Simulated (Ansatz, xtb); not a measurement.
**Two isomers of C3H2F4O2**

We compare a, `FC1(F)OCOC1(F)F`, a singlet, with b, `F[C@@H]1O[C@@H](F)C(F)(F)O1`, a singlet. Both are isolated molecules in the gas phase, relaxed with r2SCAN-D4/def2-SVP; the shapes shown needn't be the lowest conformers.

a (Å):

```yaml
atoms:
  - { symbol: C, position_ang: [-0.6377, -0.7283, 0.1791] }
  - { symbol: C, position_ang: [0.9419, 0.2699, 1.4094] }
  - { symbol: C, position_ang: [-0.1222, 0.5565, -0.5543] }
  - { symbol: F, position_ang: [-0.1587, -1.8357, -0.4228] }
  - { symbol: F, position_ang: [-1.9667, -0.8115, 0.1911] }
  - { symbol: F, position_ang: [-1.1276, 1.3571, -0.9187] }
  - { symbol: F, position_ang: [0.5654, 0.2350, -1.6650] }
  - { symbol: O, position_ang: [-0.1658, -0.6075, 1.4550] }
  - { symbol: O, position_ang: [0.6701, 1.1854, 0.3627] }
  - { symbol: H, position_ang: [1.0077, 0.8156, 2.3594] }
  - { symbol: H, position_ang: [1.8730, -0.2892, 1.2005] }
```

b (Å):

```xyz
11

C     0.5635   -1.2591    0.5133
C     0.1560    0.9577    0.8834
C    -0.4854    0.4912   -0.4360
F    -0.2949   -2.2137    0.9293
F     1.2254    1.7527    0.6041
F    -0.2842    1.3188   -1.4549
F    -1.8164    0.3322   -0.2807
O     0.5677   -0.2304    1.4611
O     0.1311   -0.7153   -0.6926
H     1.5588   -1.7127    0.3882
H    -0.5328    1.4954    1.5521
```

Quicker runs give these differences E(b) − E(a): GFN2-xTB −22.7 kJ/mol; HF/STO-3G −6.7 kJ/mol (at GFN2-xTB geometries); r2SCAN-D4/def2-SVP//GFN2-xTB −10.0 kJ/mol.

Estimate E(b) − E(a) at the level CCSD(T)/def2-SVP + ΔMP2/def2-TZVPP.

Calculated at CCSD(T)/def2-SVP + ΔMP2/def2-TZVPP: E(b) − E(a) = −19.0 kJ/mol, so structure b lies lower.

How the difference moves with the method:

| level | geometry | E(b) − E(a) (kJ/mol) | departure from the last row (kJ/mol) | job, with rough time for the two |
| --- | --- | --- | --- | --- |
| GFN2-xTB | GFN2-xTB | −22.7 | −3.7 | optimisation, 0.17 s |
| HF/STO-3G | GFN2-xTB | −6.7 | +12.2 | single point, 0.36 s |
| r2SCAN-D4/def2-SVP//GFN2-xTB | GFN2-xTB | −10.0 | +8.9 | single point, 1.9 s |
| r2SCAN-D4/def2-SVP | r2SCAN-D4/def2-SVP | −11.3 | +7.6 | optimisation, 25 s |
| HF/def2-SVP | r2SCAN-D4/def2-SVP | −16.4 | +2.5 | part of the CCSD(T) run |
| MP2/def2-SVP | r2SCAN-D4/def2-SVP | −13.3 | +5.6 | part of the CCSD(T) run |
| CCSD(T)/def2-SVP | r2SCAN-D4/def2-SVP | −13.4 | +5.5 | single point |
| CCSD(T)/def2-SVP + ΔMP2/def2-TZVPP | r2SCAN-D4/def2-SVP | −19.0 |  | single point, 35 s |

As drawn, both hold the same kinds of bond in the same numbers.

The levels shown agree on the order. The largest departure from CCSD(T)/def2-SVP + ΔMP2/def2-TZVPP is that of HF/STO-3G, 12.2 kJ/mol. The last row adds to CCSD(T) the change of the MP2 difference between the two basis sets, here −5.5 kJ/mol.

With thermal terms from frequencies at re-optimised GFN2-xTB minima (ideal gas, soft modes damped towards free rotors, one conformer each, 298.15 K, 1 atm): the zero-point term adds +1.3 kJ/mol; ΔH is −18.1 and ΔG −18.0 kJ/mol.

The correlated steps freeze 9 core orbitals. Mirror images aren't counted in ΔG. Codes used: Ansatz 0.2.0, xtb 6.7.1; the last row on 4 threads of Intel(R) Xeon(R) 6975P-C (Granite Rapids) on a shared host.
